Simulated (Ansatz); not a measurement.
Reaction (formal exchange of groups at the Si–Si bond): `O[Si](F)([SiH3])Cl` + BH₃ → `B[Si](O)(F)Cl` + SiH₄

Computed with Ansatz on PBE0-D4/def2-TZVP structures; ΔE is electronic, products minus reactants. CBS: MP2 limit from def2 TZ/QZ plus the TZ coupled-cluster correction, frozen cores. This one scheme is used for every species. DFT in def2-TZVPP. B3LYP here is the variant with VWN-RPA as its local correlation; programs differ in this. HSE06 is defined as in plane-wave codes. Each species was taken in one conformer, which may not be the lowest.

`O[Si](F)([SiH3])Cl`:

Z-matrix (Å, degrees):
```
Si
F 1 1.594
Si 1 2.329 2 110.8
O 1 1.624 2 110.0 3 120.9
Cl 1 2.053 2 105.1 3 -120.6
H 3 1.485 1 108.6 2 -56.8
H 3 1.485 1 109.8 2 63.3
H 3 1.484 1 108.7 2 -176.3
H 4 0.960 1 119.7 2 70.6
```

BH₃:

Z-matrix (Å, degrees):
```
B
H 1 1.193
H 1 1.193 2 120.0
H 1 1.193 2 120.0 3 180.0
```

`B[Si](O)(F)Cl`:

Z-matrix (Å, degrees):
```
Si
O 1 1.624
F 1 1.594 2 108.7
B 1 1.994 2 112.3 3 128.0
Cl 1 2.059 2 111.3 3 -115.6
H 2 0.960 1 119.5 3 51.1
H 4 1.193 1 120.7 2 -150.9
H 4 1.193 1 120.1 2 33.8
```

SiH₄:

Cartesian coordinates in Å:
```
Si 0.000 0.000 0.000
H 0.578 1.356 0.178
H -1.075 -0.214 1.001
H 1.062 -1.020 0.189
H -0.565 -0.122 -1.367
```

| level | ΔE (kJ/mol) | difference from CCSD(T)/CBS |
| --- | --- | --- |
| PBE-D4 | 12.2 | 1.2 |
| revPBE-D4 | 12.1 | 1.1 |
| BLYP-D4 | 10.6 | -0.4 |
| r2SCAN-D4 | 10.3 | -0.7 |
| B97M-V | 6.9 | -4.1 |
| PBE0-D4 | 12.7 | 1.7 |
| B3LYP-D4 | 11.2 | 0.2 |
| r2SCANh-D4 | 10.6 | -0.4 |
| r2SCAN0-D4 | 10.9 | -0.1 |
| HSE06-D4 | 12.7 | 1.7 |
| BHLYP-D4 | 11.8 | 0.8 |
| CAM-B3LYP-D4 | 9.4 | -1.6 |
| ωB97X-V | 10.7 | -0.3 |
| ωB97M-V | 9.5 | -1.5 |
| B2PLYP | 8.7 | -2.3 |
| PBE-QIDH | 10.9 | -0.1 |
| PBE | 9.9 | -1.1 |
| revPBE | 10.1 | -0.9 |
| BLYP | 6.5 | -4.5 |
| r2SCAN | 9.6 | -1.4 |
| PBE0 | 10.5 | -0.5 |
| r2SCANh | 9.9 | -1.1 |
| r2SCAN0 | 10.1 | -0.9 |
| HSE06 | 10.5 | -0.5 |
| BHLYP | 7.2 | -3.8 |
| CAM-B3LYP | 6.9 | -4.1 |
| LC-ωPBE | 9.9 | -1.1 |
| RPA@PBE/def2-TZVPP | 8.1 | -2.9 |
| HF/def2-SVP | 0.2 | -10.8 |
| MP2/def2-SVP | 2.7 | -8.3 |
| CCSD(T)/def2-SVP | 0.8 | -10.2 |
| HF/def2-TZVPP | 5.8 | -5.2 |
| MP2/def2-TZVPP | 10.3 | -0.7 |
| SCS-MP2/def2-TZVPP | 8.6 | -2.4 |
| CCSD/def2-TZVPP | 7.6 | -3.4 |
| CCSD(T)/def2-TZVPP | 8.5 | -2.5 |
| MP2/def2-QZVPP | 11.8 | 0.8 |
| SCS-MP2/def2-QZVPP | 10.0 | -1.0 |
| MP2/CBS(def2) | 12.8 | 1.8 |
| CCSD/CBS(def2) | 10.0 | -1.0 |
| CCSD(T)/CBS | 11.0 | 0 |

Largest T1 diagnostic among the species: 0.012.

At CCSD(T), def2-SVP lies −10.2 kJ/mol from the extrapolated value and def2-TZVPP −2.5 kJ/mol. The D4 term adds +3.8 kJ/mol with B3LYP and +2.2 kJ/mol with PBE0; it sums over pairs of atoms, weighted by their polarisabilities, and B3LYP, whose exchange is more repulsive, gets the larger term.
